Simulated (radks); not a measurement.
Charge is removed step by step from the 1s down level of the holmium ion Ho59+, starting from 1s(up 1, down 1) 2s2 2p4. Code: a radial shooting solver on a logarithmic mesh with Libxc functionals. Model: scalar-relativistic Kohn-Sham, PBE, spin-polarised, spherical densities, point nucleus; open shells are filled with parallel spins first (spin-orbit coupling, left out, can overturn this in heavy ions). At the starting occupation the eigenvalue is -60974 eV. Estimate the energy to remove one whole electron from this level, the eigenvalue at the end, and how far E(n) bends from a straight line.

Answer. Delta-SCF 61417 eV; final eigenvalue -61812 eV; the deviation from the straight line is -111.140 eV at 0.5 electron removed, the largest on the grid computed. Slater's transition state (half an electron removed) gives 61457 eV. Integrating minus the eigenvalue over the occupation (Janak's theorem) gives 61439 eV. In this scalar-relativistic scheme the density is built from large components alone, so the theorem holds only approximately. The mean slope of the eigenvalue, de/dn, is 838 eV per electron.
